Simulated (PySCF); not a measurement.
NP, SMILES N#P. Coordinates come from a r2SCAN-D4/def2-TZVPD optimisation.

Computed equilibrium geometry at r2SCAN-D4/def2-TZVPD (PySCF confirms it by a frequency run) as a Z-matrix, and its point group:
point group C∞v.
```
N
P 1 1.4866
```
